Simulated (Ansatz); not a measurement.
A CCSD(T) single point on `O[SiH](O)O[SiH2]F`.

```yaml
crystal:
  periodic: [false, false, false]
  atoms:
    - {symbol: O, position_ang: [-1.717766, -1.065928, 1.356022]}
    - {symbol: Si, position_ang: [-0.231460, -0.901812, 0.710570]}
    - {symbol: O, position_ang: [0.820164, -0.121857, 1.694354]}
    - {symbol: O, position_ang: [-0.280341, 0.013893, -0.630461]}
    - {symbol: Si, position_ang: [0.484991, 1.045441, -1.617896]}
    - {symbol: F, position_ang: [-0.056854, 0.796343, -3.093752]}
    - {symbol: H, position_ang: [-2.238324, -0.277853, 1.519967]}
    - {symbol: H, position_ang: [0.207054, -2.273920, 0.406047]}
    - {symbol: H, position_ang: [0.988507, -0.497351, 2.559528]}
    - {symbol: H, position_ang: [0.148678, 2.438318, -1.255856]}
    - {symbol: H, position_ang: [1.940852, 0.787825, -1.627824]}
basis:
  gaussian: {orbitals: def2-TZVPP}
correlation: {method: ccsd_t}
output: {orbitals: {seedname: orbitals}}
```

```sh
$ ansatz run in.yaml --threads 4 --pin off --events-out ev --progress --plain
```

Log, shortened:

```
Functional definition: HF
1684 factors; integrals over basis functions are off by at most 8.1e-4 eV
mean field evaluation 1: about -24627.0870 eV, gradient 6.1e1 eV
mean field evaluation 2: about -24627.4125 eV, gradient 6.2e1 eV
mean field evaluation 4: about -24633.8152 eV, gradient 3.5e0 eV
mean field evaluation 8: about -24633.8868 eV, gradient 2.3e-1 eV
mean field -24633.88690449 eV, -905.2786462919 hartree, gradient 2.5e-6 eV, S^2 0.000000; 0 other end points of the search recorded, 0 dependent functions left out
14 core orbitals not correlated: weight in the atoms' cores, before any rotation towards them, 1.000 or more for the frozen orbitals, at most 0.000 for the correlated occupied ones
reference -24633.88690449 eV, -905.2786462919 hartree; 19, 19 occupied and 245, 245 virtual orbitals, 1684 factors
second order -32.56296013 eV of doubles, -0.00000000 eV of singles
cycle   1  -32.45207039 eV  change    1.1e-1 eV  update   1.2e-1
cycle   2  -33.15233111 eV  change   -7.0e-1 eV  update   3.2e-2
cycle   3  -33.31383009 eV  change   -1.6e-1 eV  update   1.6e-2
cycle   4  -33.29128525 eV  change    2.3e-2 eV  update   3.2e-3
cycle   5  -33.28991199 eV  change    1.4e-3 eV  update   1.4e-3
cycle   6  -33.29106860 eV  change   -1.2e-3 eV  update   4.0e-4
cycle   7  -33.29086198 eV  change    2.1e-4 eV  update   1.4e-4
cycle   8  -33.29076954 eV  change    9.2e-5 eV  update   3.9e-5
cycle   9  -33.29077084 eV  change   -1.3e-6 eV  update   1.3e-5
perturbative correction -1.08535869 eV, -0.0398861963 hartree
Total energy: -24668.26303402 eV, -906.5419457512 hartree
```

It took 16 min on 4 threads of a server CPU on a shared host, with 8 GiB of host memory at the peak.

The correlation energy is -34.376 eV, 3.2 % of it from (T); the T1 diagnostic reads 0.0117.
